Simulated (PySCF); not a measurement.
**Correlation energy of Ga (gallium, neutral)**

[Ar] 3d10 4s2 4p1, 2P determinant. Calculation: PySCF 2.14, in x2c-TZVPall; the spin-free X2C one-electron Hamiltonian (Gaussian nucleus). Frozen: [Ar] 3d10; 3 electrons correlated.

MP2 pair energies summed by pair of shells (mhartree):

```tsv
pair	energy	share (%)
4s-4s	-19.83	58.8
4s-4p	-13.89	41.2
```

Total MP2 correlation energy: -33.72 mhartree.

Same-spin part -2.47 and opposite-spin part -31.25 mhartree; SCS-MP2 scales them by 1/3 and 6/5 to -38.32 mhartree.

```csv
level,correlation energy (mhartree)
CCSD,-46.43
(T),-0.82
CCSD(T),-47.25
```

Diagnostics: T1 = 0.013, D1 = 0.0294, largest double amplitude 0.091.

Question: Is a single reference adequate?

Answer: Mostly. T1 lies below 0.03, but a double amplitude of this size points to a near-degeneracy that CCSD handles and MP2 describes poorly.
